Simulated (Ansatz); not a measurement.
Which is lower?

Two relaxed structures of GeH3S (charge +1), singlet (PBE0-D4/def2-TZVP; forces vanish, vibrations not checked).

A:

```xyz
5
angstrom
S 0.0467 -1.4202 0.6230
Ge -0.3403 0.4174 -0.3318
H 1.2826 -1.0605 1.0332
H -1.6974 0.5441 -1.0033
H 0.7084 1.5192 -0.3211
```

B:

```
5
angstrom
S 0.4312 -1.5352 0.2949
Ge -0.7264 0.5715 -0.2751
H 1.1957 -1.1391 1.3336
H -0.5019 -2.1498 1.0505
H 0.7440 1.1710 -0.2879
```

Computed with Ansatz 0.2.0 (basis: def2-TZVPP); correlated methods freeze the cores. Filled d shells of the heavier atoms are correlated. The def2 sets are not built for correlating such inner shells, so the correlated values are less sure here. B3LYP uses VWN-RPA correlation.

Problem. Which structure is lower at CCSD(T), and by how much? (To be estimated.)

Solution. By the calculation: A, by 9.44 kcal/mol (electronic energy, against the other). By their contacts, A is GeH₃S ([SH][GeH2]), total charge +1 and B is GeH₃S ([SH2][GeH]), total charge +1.

All methods give the same order:

```json
{"method": "PBE-D4", "E(B) − E(A) (kcal/mol)": "6.34"}
{"method": "r2SCAN-D4", "E(B) − E(A) (kcal/mol)": "9.97"}
{"method": "PBE0-D4", "E(B) − E(A) (kcal/mol)": "7.71"}
{"method": "B3LYP-D4", "E(B) − E(A) (kcal/mol)": "4.12"}
{"method": "wB97M-V", "E(B) − E(A) (kcal/mol)": "5.63"}
{"method": "HF", "E(B) − E(A) (kcal/mol)": "7.27"}
{"method": "MP2", "E(B) − E(A) (kcal/mol)": "11.82"}
{"method": "CCSD", "E(B) − E(A) (kcal/mol)": "8.57"}
{"method": "CCSD(T)", "E(B) − E(A) (kcal/mol)": "9.44"}
```

No T1 diagnostic of these runs exceeds 0.016.

Labels in which every atom is bracketed show which atoms are joined, not bond orders.

For scale, one of the runs: CCSD(T)/def2-TZVPP, 132 basis functions, launched by `ansatz run in.yaml --threads 2 --pin off --events-out ev --progress --plain --max-ram 4352MiB`. Hardware: 2 CPU threads of an Arm Neoverse V1, shared host. Wall time 10 s; peak host memory 0.62 GiB.
